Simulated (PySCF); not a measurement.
# One molecule, several mistakes: B2H5O2 anion

All numbers below are calculated, not measured. The program is PySCF 2.14.0, an open-source quantum chemistry code, run on an isolated molecule that a program drew, which may never have been made. The molecule is B2H5O2 anion (charge -1, singlet), drawn as the SMILES string `[BH3-]B(O)O`.

Each row is a Hartree-Fock (HF) and frozen-core CCSD(T) single point in the aug-cc-pVDZ basis, meant for a local HF minimum. Run 1 is clean. Each other run has one planted mistake out of seven kinds, and not every kind appears here: one electron removed, one electron added, multiplicity raised by two, geometry at a saddle point, minimal basis STO-3G, one bond length entered in bohr, all coordinates scaled. The reference is restricted for singlets and unrestricted otherwise, and also for a bond in bohr. Adding or removing an electron swaps singlet and doublet. Electrons count all cores. HOMO and LUMO are orbital energies over both spins, the gradient is its largest component, and the lowest frequency (negative if imaginary) is given only where the gradient is small. Bond lengths are over the 8 bonds as drawn. T1 is the CCSD diagnostic: over 0.02 (restricted) or 0.045 (unrestricted) a single reference is doubtful.

Geometry of the clean run:
```xyz
9
B2H5O2 anion, angstrom
B     0.9357   -0.1227    0.1502
B     1.8310    1.2114   -0.4899
O     3.0301    1.6704    0.0886
O     1.5034    1.9767   -1.6109
H     0.8392   -1.0393   -0.6892
H    -0.2120    0.2301    0.4856
H     1.5301   -0.5709    1.1664
H     3.2127    1.1294    0.8372
H     2.1572    2.6442   -1.7466
```

```
run  electrons  basis functions  <S^2>  HOMO (eV)  LUMO (eV)  gradient (hartree/bohr)  lowest frequency (cm^-1)  mean bond (Å)  longest bond (Å)      T1  HF (hartree)  CCSD(T) (hartree)                     mistake
  1         32              137  0.000      -4.82       3.70                  8.1e-06                        33         1.2716             1.730  0.0152    -202.12312         -202.79396                    no fault
  2         32              137  0.000      -4.74       3.70                  2.2e-02                         -         1.2462             1.695  0.0149    -202.11991         -202.78715      all coordinates scaled
  3         32              137  2.007       0.75       1.61                  1.2e-01                         -         1.2716             1.730  0.0295    -201.97948         -202.63135  multiplicity raised by two
  4         31              137  0.758     -12.24      -1.57                  1.1e-01                         -         1.2716             1.730  0.0193    -202.00822         -202.64943        one electron removed
  5         32              137  0.837      -5.25       3.83                  1.8e-02                         -         1.3766             1.784  0.0571    -202.00295         -202.66676                           ?
```

**Which mistake was planted in run 5, and what did it cost?**

The mean bond changes by a factor of 1.083 and the longest by 1.031, so the molecule wasn't scaled as a whole. A length L in bohr read as angstrom grows by (1/0.5292 - 1) L = 0.890 L. The 8 bonds together grew by 8 x 0.1050 = 0.840 Å, which gives L = 0.944 Å. That is the length of one of the H-O bonds, 0.944 Å in the clean geometry. So the mistake is: one bond length entered in bohr. Subtracting run 1 and multiplying by 627.51 kcal/mol a hartree, the energy moved by 75.4 kcal/mol in HF and 79.8 kcal/mol in CCSD(T).

Cautions from the logs. Run 3: the HOMO is above zero, so the electron isn't bound and the energy depends on the basis; run 5: T1 is over the limit, so its CCSD(T) energy is less reliable.
